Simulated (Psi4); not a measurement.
F2Ge (SMILES [F][Ge][F]), singlet, at a GFN2-xTB geometry, with bond 3-1 at 1.6 times its length. Base run: TPSS/6-31G** (Psi4 1.11).

The Psi4 input:
```
memory 2 GB

molecule mol {
0 1
  Ge    0.013325   -0.011198    0.438921
  F     0.624710    1.170874   -0.770623
  F    -1.083335   -1.802974   -1.527328
}

set basis 6-31g**
set reference rks

energy('tpss')
print_variables()
```

Each row names what was changed in the base input (with any setting that the change needs).

```csv
change,ΔE vs base (µEh),SCF cycles,grid points,basis functions
base,0.0,17,65646,65
dft_basis_tolerance = 1e-8,0.0,17,64881,65
dft_radial_points = 150,-118,17,130571,65
guess = sadno,0.0,14,65646,65
scf_type = dfdirj+cosx,6.3,18,65646,65
guess = gwh,0.0,16,65646,65
dft_radial_scheme = multiexp,158,17,67901,65
basis_guess = true,0.0,12,65646,65
dft_radial_points = 99,-116,17,86512,65
dft_radial_points = 50,?,17,44205,65
scf_type = direct,21.5,21,65646,65
dft_pruning_scheme = treutler,607,17,36468,65
ints_tolerance = 1e-8,0.0,17,65646,65
```

Q: Complete the blanks.

A: 
- dft_radial_points = 50, ΔE vs base (µEh): -3081
